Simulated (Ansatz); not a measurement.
A CCSD(T) single point on FH3MoO4 (`[O]=[Mo]([OH])([OH])([OH])[F]`).

```yaml
crystal:
  periodic: [false, false, false]
  atoms:
    - {symbol: O, position_ang: [-1.151770, 0.156369, -1.667502]}
    - {symbol: Mo, position_ang: [-0.219404, -0.005260, -0.309582]}
    - {symbol: O, position_ang: [1.517883, -0.540073, -0.793601]}
    - {symbol: O, position_ang: [-0.630401, -1.716439, 0.262943]}
    - {symbol: O, position_ang: [-1.112093, 0.747566, 1.165150]}
    - {symbol: F, position_ang: [0.657007, 1.688694, -0.245778]}
    - {symbol: H, position_ang: [2.184668, 0.149138, -0.870874]}
    - {symbol: H, position_ang: [-0.280658, -2.174177, 1.032795]}
    - {symbol: H, position_ang: [-0.876734, 1.647882, 1.409349]}
basis:
  gaussian: {orbitals: def2-SVP}
correlation: {method: ccsd_t}
```

```sh
$ ansatz run in.yaml --threads 4 --pin off --events-out ev --progress --plain --max-ram 11315MiB
```

Log, shortened:

```
Functional definition: HF
1127 factors; integrals over basis functions are off by at most 8.2e-4 eV
mean field evaluation 1: about -12718.2895 eV, gradient 8.5e1 eV
mean field evaluation 2: about -12718.4950 eV, gradient 8.5e1 eV
mean field evaluation 4: about -12731.4929 eV, gradient 1.8e1 eV
mean field evaluation 8: about -12732.0947 eV, gradient 1.4e0 eV
mean field evaluation 16: about -12732.1023 eV, gradient 6.6e-6 eV
mean field -12732.10233371 eV, -467.8961306350 hartree, gradient 6.6e-6 eV, S^2 0.000000; 0 other end points of the search recorded, 0 dependent functions left out
5 core orbitals not correlated: weight in the atoms' cores, before any rotation towards them, 1.000 or more for the frozen orbitals, at most 0.000 for the correlated occupied ones
reference -12732.10233371 eV, -467.8961306350 hartree; 24, 24 occupied and 87, 87 virtual orbitals, 1127 factors
second order -38.24772144 eV of doubles, -0.00000000 eV of singles
cycle   1  -34.18236471 eV  change     4.1e0 eV  update   3.3e-1
cycle   2  -36.19174632 eV  change    -2.0e0 eV  update   2.3e-1
cycle   3  -36.54946235 eV  change   -3.6e-1 eV  update   4.7e-2
cycle   4  -36.61230334 eV  change   -6.3e-2 eV  update   2.3e-2
cycle   5  -36.57489267 eV  change    3.7e-2 eV  update   7.6e-3
cycle   6  -36.57495477 eV  change   -6.2e-5 eV  update   4.0e-3
cycle   7  -36.57581447 eV  change   -8.6e-4 eV  update   1.7e-3
cycle   8  -36.57476054 eV  change    1.1e-3 eV  update   8.1e-4
cycle   9  -36.57477830 eV  change   -1.8e-5 eV  update   3.5e-4
cycle  10  -36.57536347 eV  change   -5.9e-4 eV  update   1.9e-4
cycle  11  -36.57526112 eV  change    1.0e-4 eV  update   1.1e-4
cycle  12  -36.57505091 eV  change    2.1e-4 eV  update   5.5e-5
cycle  13  -36.57516210 eV  change   -1.1e-4 eV  update   3.0e-5
cycle  14  -36.57510649 eV  change    5.6e-5 eV  update   1.6e-5
perturbative correction -1.65133801 eV, -0.0606855525 hartree
Total energy: -12770.32877821 eV, -469.3009265596 hartree
```

It took 19 s on 4 threads of an Arm Neoverse V2 on a shared host, with 0.82 GiB of host memory at the peak.

The correlation energy is -38.226 eV, 4.3 % of it from (T); the T1 diagnostic reads 0.0237.
